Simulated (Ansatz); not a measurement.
A nudged elastic band was laid between two geometries of BF2H3Si + H2S (10 atoms, charge 0, multiplicity 1).

The calculation used RKS PBE0-D4/6-31G* in Ansatz 0.2.0.

```json
{
  "movable images": "9",
  "climbing image": "yes",
  "spring": "5.0 eV/Å²",
  "optimiser": "quadratic models (default)",
  "start path": "straight line",
  "force threshold": "0.05 eV/Å",
  "iteration limit": "60",
  "end points": "relaxed"
}
```

First end point:

```xyz
10
Properties=species:S:1:pos:R:3
B -0.661 -0.630 -1.039
Si 1.234 -0.661 -0.318
F -1.484 -1.650 -0.861
F -1.105 0.364 -1.797
H -0.291 1.367 2.128
S -1.446 1.052 1.514
H 1.778 0.722 -0.190
H 2.136 -1.424 -1.231
H 1.278 -1.315 1.021
H -1.438 2.175 0.774
```

Last end point:

```xyz
10
Properties=species:S:1:pos:R:3
B -1.663 -0.129 -0.867
Si 1.838 -0.339 0.647
F -1.838 -1.428 -1.004
F -0.639 0.442 -1.481
H 0.474 -0.321 1.243
S -2.825 0.815 0.141
H 2.182 1.020 0.152
H 1.875 -1.308 -0.480
H 2.816 -0.751 1.690
H -2.218 2.000 -0.040
```

(1) What changes between the two ends?

(2) What energy profile does the band end with?

(3) What is the geometry of the highest image?

The band took 16 iterations and roughly 9 core-minutes.

Results:

(1) Bonds broken: B1–Si2, H5–S6. Bonds formed: B1–S6, Si2–H5. BF2H3Si + H2S becomes BF2HS + H4Si.

(2) It converged. The highest image is number 5 of 0 to 10, 28.4 kcal/mol above the first end and 47.5 kcal/mol above the last; the last end lies 19.1 kcal/mol below the first. Neighbouring images differ by up to 1.2 eV, so the band resolves the path poorly. Another band between the same ends (9 images) ends at a top of the same energy, where a vibrational analysis finds 1 clearly imaginary mode. The orbitals stay closed-shell, which can raise the energy where a bond breaks towards radicals; this wasn't checked here.

```csv
image,path coordinate (Å),energy (kcal/mol),B1–Si2 (Å),H5–S6 (Å),B1–S6 (Å)
0,0.00,0.0,2.03,1.35,3.16
1,0.50,0.6,2.03,1.34,3.05
2,1.00,2.8,2.04,1.34,3.13
3,1.50,6.2,2.04,1.35,2.97
4,2.00,15.4,2.05,1.38,2.56
5,2.50,28.4,2.19,1.61,2.14
6,3.17,0.1,2.61,2.20,1.88
7,3.84,-13.2,3.10,2.59,1.82
8,4.51,-17.8,3.47,2.93,1.81
9,5.18,-18.9,3.70,3.33,1.81
10,5.85,-19.1,3.82,3.66,1.81
```

(3) 
```xyz
10
Properties=species:S:1:pos:R:3:forces:R:3
B -0.759 -0.307 -0.526 0.00 -0.01 0.03
Si 1.329 -0.337 0.125 0.00 -0.01 -0.01
F -1.194 -1.580 -0.502 0.00 0.00 -0.01
F -0.791 0.398 -1.673 0.00 0.00 -0.01
H -0.396 0.312 0.711 0.01 0.00 0.00
S -1.929 0.741 0.923 0.00 0.01 -0.01
H 1.975 1.004 0.131 0.00 0.00 0.00
H 1.861 -1.156 -0.998 0.00 0.01 0.00
H 1.576 -1.024 1.421 0.00 0.00 0.00
H -1.672 1.949 0.388 0.00 0.00 0.00
```

Run time: 4.6 min on 2 threads of Intel(R) Xeon(R) Platinum 8488C (Sapphire Rapids) (shared host), peak memory 0.22 GiB.
